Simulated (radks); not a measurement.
Results of a calculation; reference values are marked as such.
Excited configurations of I+: one electron is placed in a higher orbital outside [Kr] 4d10 5s2 5p3. The ground configuration is [Kr] 4d10 5s2 5p4. Code: a radial shooting solver on a logarithmic mesh with Libxc functionals. Model: scalar-relativistic Kohn-Sham, PBEsol, spin-polarised, spherical densities, point nucleus; open shells are filled with parallel spins first (spin-orbit coupling, left out, can overturn this in heavy ions). Excitation = E - E(ground); binding = E(ion) - E, where the ion is the core of charge +2; n* = 2/sqrt(2 binding) in atomic units, and the quantum defect is n - n*.

outer orbital  excitation (eV)  binding (eV)     n*  quantum defect  eigenvalue (eV)  <r> (bohr)
6d                      14.287         4.369  3.529           2.471           -3.358       8.458
7s                      13.879         4.777  3.375           3.625           -3.825       9.022
7d                      15.920         2.736  4.460           2.540           -2.167       14.37
7f                      17.162         1.495  6.034           0.966           -1.190       25.99

The Delta-SCF ionisation energy is 18.656 eV (NIST Atomic Spectra Database: 19.131 eV, measured). Self-interaction in the functional shifts the binding energies and quantum defects, so they are the method's values and not measured ones. Open shells are spherical and high-spin; term and fine-structure splittings are not resolved. Spin-orbit splitting is averaged out at the scalar-relativistic level.
